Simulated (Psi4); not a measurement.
CdI2, charge +1, doublet, geometry from GFN2-xTB (such geometries of metal compounds can be far from the true shape) (a state made from the parent by changing its charge; the spin is typed, not shown lowest) (core potentials on Cd, I).

Psi4 was given this input:
```
memory 2 GB

molecule {
1 2
  Cd   -0.02135930    0.00986032    0.01528230
  I    -0.24305620    2.07466686   -1.70162621
  I     0.26240047   -2.08359696    1.68778564
}

set basis def2-svp
set reference uks

energy('r2scan')
print_variables()
```

Q: What is the computed nuclear repulsion energy (R2SCAN/def2-SVP (Psi4 1.11))?

A: 257.7707 Eh

Q: Predict the total energy from R2SCAN/def2-SVP.

A: -763.1842 Eh

Q: Estimate the <S^2> that R2SCAN/def2-SVP returns for this input.

A: 0.753

Q: Give the number of basis functions at the level R2SCAN/def2-SVP.

A: 83

These values belong to the state on which the SCF converged, which isn't shown to be the lowest.

Q: Roughly what does it cost on one core?

A: roughly 11 core-seconds.
